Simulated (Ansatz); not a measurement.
`O[CH2][GeH2][OH]` → `[CH2]O`• + `[OH][GeH2]`• at 500 K and 1 bar (homolysis of the C–Ge bond).

Isolated molecules relaxed with PBE0-D4/def2-TZVP in Ansatz; ΔE leaves out vibrations. CCSD(T)/CBS adds triple-zeta CCSD(T) − MP2 to the extrapolated MP2 energy (def2 sets, frozen cores). No spin–orbit coupling; open shells (•) take unrestricted orbitals. For Ge outer-core shells are correlated without core-valence functions, which leaves a few kJ/mol of doubt a bond. Scalar relativity is left out up to krypton. Each species was taken in one conformer, which may not be the lowest.

| species | CCSD(T)/CBS energy (Eh) | H − E (kJ/mol) | S (J/(mol·K)) |
| --- | --- | --- | --- |
| `O[CH2][GeH2][OH]` | -2268.12451 | 231.5 | 409.7 |
| `[CH2]O`• | -114.95134 | 120.4 | 268.0 |
| `[OH][GeH2]`• | -2153.05257 | 97.6 | 303.6 |

H − E and S are ideal-gas, rigid-rotor, harmonic terms from PBE0-D4/def2-TZVP, for one conformer and one mirror image of each species, with the whole ground term of open shells counted as degenerate. 1 Eh = 2625.50 kJ/mol, R = 8.31446 J/(mol·K).

**Question.** By hand: ΔE, ΔH, ΔS and ΔG.

**Answer.** ΔE = (-114.95134) + (-2153.05257) − (-2268.12451) = 0.12060 Eh = 316.6 kJ/mol. Δ(H − E) = 120.4 + 97.6 − 231.5 = -13.5, so ΔH = 303.1 kJ/mol. ΔS = 268.0 + 303.6 − 409.7 = 161.9 J/(mol·K). ΔG = 303.1 − 500 × (161.9)/1000 = 222.2 kJ/mol.

**Question.** By hand: the equilibrium constant, and the temperature at which ΔG would vanish if ΔH and ΔS stayed fixed.

**Answer.** log₁₀ K = −ΔG/(RT ln 10) = -23.2. ΔG = 0 at ΔH/ΔS = 1872 K.

The number of gas molecules changes by +1, which sets the sign of ΔS. A doubt of 5 kJ/mol in ΔE shifts log₁₀ K by 0.5 here. Other conformers and mirror images would add mixing entropy, several J/(mol·K) or more a flexible species. Modes under 60 cm⁻¹, often nearly free rotors, make the harmonic entropy too high. These are equilibria of isolated gas molecules and say nothing of rates. Largest T1 diagnostic: 0.016 (customary marks: 0.02 for closed shells, 0.045 for open ones).
